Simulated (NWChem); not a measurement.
Species: C₃H₈Si; SMILES C=C[SiH2]C

```xyz
12

Si    -0.5513    -0.5172    -0.0724
C      0.6967    -1.9046     0.1672
C      0.2914     1.1113    -0.4564
C      0.1865     2.2051     0.3077
H     -1.4735    -0.8833    -1.1965
H     -1.3719    -0.3313     1.1669
H      1.3772    -1.6787     1.0025
H      0.1871    -2.8559     0.3855
H      1.3049    -2.0468    -0.7397
H      0.9138     1.1781    -1.3601
H      0.6958     3.1433     0.0584
H     -0.4179     2.2148     1.2223
```
Atoms are numbered in this order, from 1.

Results from NWChem. Pople sets run with spherical d functions. Coordinates come from a PBE0/def2-SVP optimisation. Core excitations by TDA in a window of 1s orbitals, non-relativistic and unshifted: absolute energies depend strongly on the exact-exchange share.

Task: What does the run give for Si K edge, B3LYP/6-311G**? Quantities: first 1s excitation (eV); dipole oscillator strength of the first.

Result: 
```
Property                                 Result
---------------------------------------  ------
first 1s excitation (eV)                 1796.5
dipole oscillator strength of the first  0.0005
```
